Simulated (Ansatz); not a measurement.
Two structures of SiH5SeBr, singlet, reached by relaxing down either side of one saddle point (PBE0-D4/def2-TZVP). Energies are electronic, without zero-point energy. Program: Ansatz 0.2.0. Basis: def2-TZVPP and def2-QZVPP. Cores are frozen in the correlated methods. Filled d shells of the heavier atoms are correlated. The def2 sets are not built for correlating such inner shells, so the correlated values are less sure here. Extrapolation: Hartree–Fock as exp(−7.88 √X), correlation as X^−2.97. First:

```csv
atom,x (Å),y (Å),z (Å)
Si1,-1.1645,0.7191,-0.5196
Br2,-1.7733,-1.0764,0.6498
H3,-0.1929,0.2971,-1.5515
H4,-0.5716,1.7044,0.4098
H5,-2.3887,1.2655,-1.1502
H6,1.1879,-1.1689,1.4032
Se7,2.3794,-0.4332,0.9638
H8,2.5236,-1.3076,-0.2051
```

Second:

| atom | x (Å) | y (Å) | z (Å) |
| --- | --- | --- | --- |
| Si1 | -0.1219 | 1.0187 | -0.6595 |
| Br2 | -1.4669 | -2.2030 | 1.8597 |
| H3 | 0.4528 | 1.6238 | -1.8848 |
| H4 | -0.6014 | 2.0713 | 0.2656 |
| H5 | -1.2168 | 0.0857 | -1.0139 |
| H6 | -0.2950 | -1.4627 | 1.4502 |
| Se7 | 1.5061 | -0.0775 | 0.5265 |
| H8 | 1.7430 | -1.0561 | -0.5438 |

(1) Which bonds change from the first to the second?

(2) Give the saddle point's structure and its height above each. (Judge from chemistry; the value comes from the calculation.)

The T1 diagnostic stays at or below 0.010.

Answers

(1) SiH₃Br ([SiH3][Br]) + H₂Se → SiH₄Se ([SiH3][SeH]) + HBr; bonds formed: Si1–Se7, Br2–H6; bonds broken: Si1–Br2, H6–Se7.

(2) Computed: 152.8 kJ/mol above the first and 125.9 kJ/mol above the second (CCSD(T) at an estimated basis limit (MP2 extrapolated from triple and quadruple zeta, plus CCSD(T) − MP2 in triple zeta)).
| atom | x (Å) | y (Å) | z (Å) |
| --- | --- | --- | --- |
| Si1 | -0.4993 | 0.6982 | -0.3554 |
| Br2 | -1.5540 | -0.9512 | 1.4540 |
| H3 | 0.4430 | 1.4417 | -1.2668 |
| H4 | -1.0637 | 1.7819 | 0.4720 |
| H5 | -1.3017 | -0.0854 | -1.3160 |
| H6 | 0.5571 | -1.4176 | 1.1000 |
| Se7 | 1.5395 | -0.3869 | 0.5827 |
| H8 | 1.8790 | -1.0807 | -0.6703 |

Labels in which every atom is bracketed show which atoms are joined, not bond orders.

For scale, one of the runs: CCSD(T)/def2-TZVPP, 208 basis functions (an equivalent command: `ansatz run in.yaml --threads 4`). Time: 2.1 min of wall clock on 4 CPU threads; the host was shared. Peak host memory: 2.8 GiB.
